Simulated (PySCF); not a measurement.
## Radial density of Zn(2+) (zinc, charge +2)

BP86, [Ar] 3d9 4p1, one real determinant (an excited configuration). All numbers are calculated (PySCF 2.14, the non-relativistic Hamiltonian (point nucleus), in def2-TZVPPD (6s6p4d2f1g, 67 functions)).

| r (bohr) | 4πr²ρ (e/bohr) | 4πr²(ρα − ρβ) |
| --- | --- | --- |
| 0.000711 | 0.1120 | 0.0000 |
| 0.00120 | 0.3087 | 0.0000 |
| 0.00201 | 0.8299 | 0.0000 |
| 0.00338 | 2.165 | 0.0000 |
| 0.00569 | 5.331 | 0.0000 |
| 0.00957 | 11.97 | 0.0001 |
| 0.0161 | 22.95 | 0.0004 |
| 0.0271 | 34.08 | 0.0018 |
| 0.0455 | 34.86 | 0.0077 |
| 0.0766 | 28.99 | 0.0273 |
| 0.129 | 38.65 | 0.0809 |
| 0.217 | 35.23 | 0.2825 |
| 0.365 | 19.19 | 0.9301 |
| 0.613 | 24.25 | 1.2626 |
| 1.03 | 9.789 | 0.6086 |
| 1.74 | 1.493 | 0.4292 |
| 2.92 | 0.4503 | 0.4015 |
| 4.91 | 0.02360 | 0.0236 |
| 8.26 | 0.0001455 | 0.0001 |

⟨L²⟩ = 8.00 against 12 for a pure F term, so this real determinant mixes terms.
